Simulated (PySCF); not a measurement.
# Working with the constants of AuBr

RHF-CCSD(T) constants of AuBr, ¹Σ⁺ (singlet), closed shell (Au def2-TZVPP with ECP60, Br def2-TZVPP; scalar-relativistic core potentials (PySCF 2.14); masses 196.9666 and 78.9183 u):

```
ωe                       : 261.9 cm⁻¹
ωexe                     : 0.691 cm⁻¹
Be                       : 0.054663 cm⁻¹
αe                       : 0.000184 cm⁻¹
D (centrifugal)          : 9.52e-09 cm⁻¹
De to Au (5d10 6s1) + Br : 2.64 eV
```

Task: Give the vibrational terms G(v) and spacings up to v = 6.

Result: G(v) = ωe(v+½) − ωexe(v+½)².

```json
{"v": "0", "G(v) (cm⁻¹)": "130.8", "G(v) − G(v−1)": "", "Bv (cm⁻¹)": "0.05457"}
{"v": "1", "G(v) (cm⁻¹)": "391.3", "G(v) − G(v−1)": "260.5", "Bv (cm⁻¹)": "0.05439"}
{"v": "2", "G(v) (cm⁻¹)": "650.4", "G(v) − G(v−1)": "259.1", "Bv (cm⁻¹)": "0.05420"}
{"v": "3", "G(v) (cm⁻¹)": "908.2", "G(v) − G(v−1)": "257.8", "Bv (cm⁻¹)": "0.05402"}
{"v": "4", "G(v) (cm⁻¹)": "1164.6", "G(v) − G(v−1)": "256.4", "Bv (cm⁻¹)": "0.05384"}
{"v": "5", "G(v) (cm⁻¹)": "1419.5", "G(v) − G(v−1)": "255.0", "Bv (cm⁻¹)": "0.05365"}
{"v": "6", "G(v) (cm⁻¹)": "1673.2", "G(v) − G(v−1)": "253.6", "Bv (cm⁻¹)": "0.05347"}
```

Task: How well does the Morse estimate ωe²/(4ωexe) reproduce De, and what is D0?

Result: It gives 3.08 eV, 117 % of the computed De. D0 = De − G(0) = 2.64 − 0.02 = 2.62 eV.

Correlated steps freeze 9 core orbitals. These are scalar-relativistic numbers at best; spin–orbit coupling would shift them, the dissociation energy most. Where the molecule has an RHF reference, its open-shell atoms are computed with UHF. The CCSD T1 diagnostic is raised, a sign that a single reference may not be enough here.
